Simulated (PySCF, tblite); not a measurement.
Species: C7H7OPS.
Atom-mapped SMILES: `[CH3:1][S:2][c:3]1[cH:4][cH:5][p:6][cH:7][c:8]1[CH:9]=[O:10]` (hydrogens: H11, H12, H13 on C1; H14 on C4; H15 on C5; H16 on C7; H17 on C9)

Computed geometry: GFN2-xTB, gas phase.

**Question.** What internal coordinates does the optimisation give?

**Answer.** 
| bond | length (bohr) |
| --- | --- |
| C1–S2 | 3.443 |
| S2–C3 | 3.389 |
| C3–C4 | 2.621 |
| C4–C5 | 2.604 |
| C5–P6 | 3.286 |
| P6–C7 | 3.267 |
| C7–C8 | 2.626 |
| C8–C9 | 2.793 |
| C9=O10 | 2.275 |
| C3–C8 | 2.640 |
| C1–H11, C1–H12, C1–H13 | 2.052 |
| C4–H14 | 2.046 |
| C5–H15 | 2.047 |
| C7–H16 | 2.050 |
| C9–H17 | 2.085 |

Bonds in one row agree within 0.02 bohr and their mean is given. A selection of angles:
| angle | degrees |
| --- | --- |
| C1–S2–C3 | 97.6 |
| S2–C3–C4 | 116.6 |
| S2–C3–C8 | 121.0 |
| C4–C3–C8 | 122.4 |
| C3–C4–C5 | 123.9 |
| C4–C5–P6 | 125.5 |
| C5–P6–C7 | 99.3 |
| P6–C7–C8 | 126.7 |
| C7–C8–C9 | 116.9 |
| C3–C8–C7 | 122.1 |
| C3–C8–C9 | 121.0 |
| C8–C9–O10 | 124.5 |

Dihedral angles: C1–S2–C3–C4 -85° (synclinal); C7–C8–C9–O10 5° (synperiplanar). The mirror-image conformer, all signs reversed, is as good.

The 6-membered ring C3–C4–C5–P6–C7–C8 has internal angles of 99.3° to 126.7°; it is planar, 0.00 Å rms from its mean plane, widest ring torsion 1°. The C–C distances run from 1.378 Å (C4–C5, aromatic) to 1.478 Å (C8–C9, drawn single), a spread of 0.100 Å. Of the pairs four or more bonds apart, S2···H17 is among the closest relative to their van der Waals radii: 2.54 Å, 85 % of the sum of Bondi's values. The 2 C–S bonds span 1.793 Å (S2–C3, drawn single) to 1.822 Å (C1–S2, drawn single), a spread of 0.029 Å.

Point group: C1 (no symmetry element, even within 0.4 Å). GFN2-xTB frequencies show an imaginary mode (49i cm⁻¹), so the point is no minimum at that level.
